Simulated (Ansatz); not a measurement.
Cost and result for the atomization energy of `C[Se][AlH][Br]` (8 atoms, 7 bonds).

```
atom   x (Å)   y (Å)   z (Å)
  C1  -0.512  -0.489  -1.294
 Se2  -0.428  -1.302   0.491
 Al3   0.561   0.367   1.711
 Br4   1.128   2.306   0.694
  H5  -0.100   0.517  -1.277
  H6   0.061  -1.117  -1.973
  H7  -1.556  -0.461  -1.597
  H8   0.847   0.178   3.245
```

Total charge 0; spin multiplicity 1. Correlated methods include outer-core shells of Br, Se, which these sets cover unevenly. Scalar relativity is left out up to krypton. Geometry: relaxed with PBE0-D4/def2-TZVP. It is one conformer, not always the lowest. Program: Ansatz. All runs use 4 threads of an Arm Neoverse V2 on a shared host. Times are those of one run each, without the atoms' runs, and a repeat can differ threefold. Electronic energies, without spin–orbit coupling; frozen cores. CCSD(T)/CBS adds CCSD(T) − MP2 in def2-TZVPP to the MP2 limit, and its time is that of the two runs behind it. T1 = 0.009. With those shells the extrapolation isn't a true limit.

CCSD(T)/CBS is a level of theory with its own doubt, some kJ/mol a heavy atom from the limit and from the frozen cores, so smaller differences don't rank the functionals.

```
                             level  functions  wall time
   PBE-D4/def2-TZVPP (with forces)        225      2.6 s
               BHLYP-D4/def2-TZVPP        225      3.9 s
                PBE0-D4/def2-TZVPP        225        4 s
           CAM-B3LYP-D4/def2-TZVPP        225      4.4 s
r2SCAN-D4/def2-TZVPP (with forces)        225      5.5 s
               PBE-QIDH/def2-TZVPP        225      6.5 s
             r2SCANh-D4/def2-TZVPP        225        7 s
                  CCSD(T)/def2-SVP        116      8.5 s
                ωB97X-V/def2-TZVPP        225      9.5 s
  ωB97M-V/def2-TZVPP (with forces)        225       15 s
                    MP2/def2-QZVPP        425       22 s
                CCSD(T)/def2-TZVPP        225    2.9 min
                 CCSD(T)/CBS(def2)          –    3.3 min
```

Problem. What atomization energy does each give, and how far from CCSD(T)/CBS? (Best estimate.)

Solution. Computed: 
```json
{"level": "PBE-D4/def2-TZVPP (with forces)", "atomization (kJ/mol)": "2560.2", "difference from CCSD(T)/CBS": "1.0", "per bond": "0.1"}
{"level": "BHLYP-D4/def2-TZVPP", "atomization (kJ/mol)": "2476.8", "difference from CCSD(T)/CBS": "-82.4", "per bond": "-11.8"}
{"level": "PBE0-D4/def2-TZVPP", "atomization (kJ/mol)": "2537.0", "difference from CCSD(T)/CBS": "-22.2", "per bond": "-3.2"}
{"level": "CAM-B3LYP-D4/def2-TZVPP", "atomization (kJ/mol)": "2522.5", "difference from CCSD(T)/CBS": "-36.7", "per bond": "-5.2"}
{"level": "r2SCAN-D4/def2-TZVPP (with forces)", "atomization (kJ/mol)": "2559.3", "difference from CCSD(T)/CBS": "0.1", "per bond": "0.0"}
{"level": "PBE-QIDH/def2-TZVPP", "atomization (kJ/mol)": "2532.2", "difference from CCSD(T)/CBS": "-27.0", "per bond": "-3.9"}
{"level": "r2SCANh-D4/def2-TZVPP", "atomization (kJ/mol)": "2546.8", "difference from CCSD(T)/CBS": "-12.4", "per bond": "-1.8"}
{"level": "CCSD(T)/def2-SVP", "atomization (kJ/mol)": "2391.4", "difference from CCSD(T)/CBS": "-167.8", "per bond": "-24.0"}
{"level": "ωB97X-V/def2-TZVPP", "atomization (kJ/mol)": "2545.2", "difference from CCSD(T)/CBS": "-14.0", "per bond": "-2.0"}
{"level": "ωB97M-V/def2-TZVPP (with forces)", "atomization (kJ/mol)": "2530.1", "difference from CCSD(T)/CBS": "-29.1", "per bond": "-4.2"}
{"level": "MP2/def2-QZVPP", "atomization (kJ/mol)": "2562.1", "difference from CCSD(T)/CBS": "2.9", "per bond": "0.4"}
{"level": "CCSD(T)/def2-TZVPP", "atomization (kJ/mol)": "2483.5", "difference from CCSD(T)/CBS": "-75.7", "per bond": "-10.8"}
{"level": "CCSD(T)/CBS(def2)", "atomization (kJ/mol)": "2559.2", "difference from CCSD(T)/CBS": "0.0", "per bond": "0.0"}
```

The D4 term adds +33.1 kJ/mol with B3LYP and +17.4 kJ/mol with PBE0; it sums over pairs of atoms, weighted by their polarisabilities, and B3LYP, whose exchange is more repulsive, gets the larger term. At CCSD(T), def2-SVP lies −167.9 kJ/mol from the extrapolated value and def2-TZVPP −75.7 kJ/mol: correlation converges slowly with the basis, and small sets miss more of it in the bonded molecule than in its fragments. From PBE to PBE0 (25 % exact exchange), in def2-TZVPP and without D4, the atomization energy moves by −20.5 kJ/mol: exact exchange takes away binding that semilocal exchange gives to molecules.

B3LYP here is the variant with VWN-RPA as its local correlation; programs differ in this.

For some Ge, Se and Sn compounds the MP2-based and the directly extrapolated limit differ by 10 to 25 kJ/mol.
